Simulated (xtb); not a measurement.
formamidinium (CH5N2), SMILES NC=[NH2+], charge +1. All values are semi-empirical tight-binding results from xtb (GFN2-xTB unless named), good for trends rather than for accurate numbers. Coordinates come from a GFN2-xTB optimisation. One conformer was computed; it need not be the lowest.

Optimised geometry:

```xyz
8

N      0.0000     1.1528    -0.1739
C      0.0000     0.0000     0.4326
N      0.0000    -1.1528    -0.1739
H      0.0000     1.2238    -1.1852
H      0.0000     2.0201     0.3452
H      0.0000     0.0000     1.5194
H      0.0000    -1.2238    -1.1852
H      0.0000    -2.0201     0.3452
```
Charge +1, spin multiplicity 1.

Computed properties:
```yaml
point_group_as_xtb_finds_it: C2v
orbital_gap: 5.34 eV
zero_point_energy: 42.8 kcal/mol
G − E(el) at 298.15 K (modified RRHO): 27.8 kcal/mol
static polarisability (D4 model): 30.5 bohr³
solvation energy, GFN2-xTB/ALPB(water): -68.5 kcal/mol
solvation energy, GFN2-xTB/ALPB(ether): -55.9 kcal/mol
```

Problem. Give the IR lines (harmonic; lines under 4 % of the strongest left out, lines within 3 cm⁻¹ merged). (The exact figures need the calculation; the answer reports its results.)

Solution. ν (cm⁻¹): 682 (vs), 1000 (w), 1068 (w), 1400 (w), 1476 (w), 1706 (vs), 3382 (m), 3398 (w), 3446 (m), 3452 (m) (against the strongest line: vs over 80 %, s over 45 %, m over 15 %, w over 4 %, vw less)

Problem. Give the atomic charges and the Wiberg bond orders between heavy atoms. (An estimate is asked for; the answer gives what the named calculation found.)

Solution. charges (e) N1 -0.15, C2 0.15, N3 -0.15, H4 0.25, H5 0.26, H6 0.15, H7 0.25, H8 0.26. Bond orders N1–C2 1.50, C2–N3 1.50.
